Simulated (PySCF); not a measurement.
Sn(F)(Br)(NH2)2, H₄BrFN₂Sn, SMILES [NH2][Sn]([NH2])([F])[Br], PBE0/def2-SVP optimised geometry.

```
9

N     -1.56    -1.69     1.70
Sn    -0.83    -0.89     0.00
N      1.18    -0.89     0.00
F     -1.58     0.89     0.00
Br    -1.55    -1.93    -2.14
H     -1.44    -2.70     1.75
H     -2.55    -1.48     1.82
H      1.58    -0.23     0.67
H      1.57    -0.70    -0.92
```

Density from PBE0/def2-TZVP, def2 effective core potentials past Kr (PySCF 2.14.0) at that geometry. The core electrons that the potentials of Sn replace are not part of the density.

Minimum of the electron density along straight lines between bonded atoms, close to the bond critical point (lines longer than 1.1 times the sum of covalent radii, or with two minima, are not listed):

```json
[
 {"bond": "N1–Sn2", "length / Å": "2.012", "ρ at the minimum / e bohr⁻³": "0.123", "∇²ρ there / e bohr⁻⁵": "0.33", "position (fraction from the first atom)": "0.49"},
 {"bond": "Sn2–N3", "length / Å": "2.010", "ρ at the minimum / e bohr⁻³": "0.124", "∇²ρ there / e bohr⁻⁵": "0.33", "position (fraction from the first atom)": "0.51"},
 {"bond": "Sn2–F4", "length / Å": "1.939", "ρ at the minimum / e bohr⁻³": "0.118", "∇²ρ there / e bohr⁻⁵": "0.57", "position (fraction from the first atom)": "0.52"},
 {"bond": "Sn2–Br5", "length / Å": "2.486", "ρ at the minimum / e bohr⁻³": "0.078", "∇²ρ there / e bohr⁻⁵": "0.11", "position (fraction from the first atom)": "0.47"},
 {"bond": "N1–H6", "length / Å": "1.019", "ρ at the minimum / e bohr⁻³": "0.329", "∇²ρ there / e bohr⁻⁵": "-1.57", "position (fraction from the first atom)": "0.74"},
 {"bond": "N1–H7", "length / Å": "1.019", "ρ at the minimum / e bohr⁻³": "0.329", "∇²ρ there / e bohr⁻⁵": "-1.59", "position (fraction from the first atom)": "0.74"},
 {"bond": "N3–H8", "length / Å": "1.019", "ρ at the minimum / e bohr⁻³": "0.328", "∇²ρ there / e bohr⁻⁵": "-1.57", "position (fraction from the first atom)": "0.74"},
 {"bond": "N3–H9", "length / Å": "1.019", "ρ at the minimum / e bohr⁻³": "0.329", "∇²ρ there / e bohr⁻⁵": "-1.59", "position (fraction from the first atom)": "0.74"}
]
```
